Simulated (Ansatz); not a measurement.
Reaction (homolysis of the Ge–Si bond): `[CH3][Ge]([F])([F])[SiH3]` → `[CH3][Ge]([F])[F]`• + `[SiH3]`•

Gas-phase electronic energies from Ansatz, PBE0-D4/def2-TZVP geometries. CCSD(T)/CBS adds triple-zeta CCSD(T) − MP2 to the extrapolated MP2 energy (def2 sets, frozen cores). This one scheme is used for every species. DFT in def2-TZVPP. B3LYP here is the variant with VWN-RPA as its local correlation; programs differ in this. Open shells (•) are unrestricted, without spin–orbit coupling. For Ge outer-core shells are correlated without core-valence functions, which leaves a few kJ/mol of doubt a bond. Scalar relativity is left out up to krypton.

(1) What is ΔE at CCSD(T)/CBS? (Estimate.)

(2) What do these levels give: B3LYP-D4, PBE, PBE0, HF/def2-TZVPP, SCS-MP2/def2-TZVPP, MP2/def2-QZVPP? (Estimate.)

Largest T1 diagnostic among the species: 0.015.

Results:

(1) Computed: +326.5 kJ/mol.

(2) Ansatz gave: B3LYP-D4 297.5, PBE 289.7, PBE0 298.7, HF/def2-TZVPP 231.9, SCS-MP2/def2-TZVPP 318.4, MP2/def2-QZVPP 323.3 kJ/mol.

From PBE to PBE0 (25 % exact exchange), in def2-TZVPP and without D4, ΔE moves by +8.9 kJ/mol. The D4 term adds +12.2 kJ/mol with B3LYP and +6.9 kJ/mol with PBE0; it sums over pairs of atoms, weighted by their polarisabilities, and B3LYP, whose exchange is more repulsive, gets the larger term. In def2-TZVPP, CCSD(T) changes the Hartree–Fock value by +83.3 kJ/mol (the triples alone add +5.1 kJ/mol) and MP2 by +85.3 kJ/mol; breaking electron pairs costs correlation energy, which Hartree–Fock lacks.
